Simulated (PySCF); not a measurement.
Calculation: r2SCAN-D4/def2-TZVP run with PySCF. Isolated molecules, 0 K electronic values unless said otherwise. 

Reference species (SMILES): `[CH2][SiH3]` (neutral, multiplicity 2).

The dipole moment comes out as 0.72 D.

Changed species: `C[SiH2]` (H atom removed from Si2; the reference has H atom removed from C1).

Give the shifts of the dipole moment.

the dipole moment rises by 0.24 D, to 0.96 D.
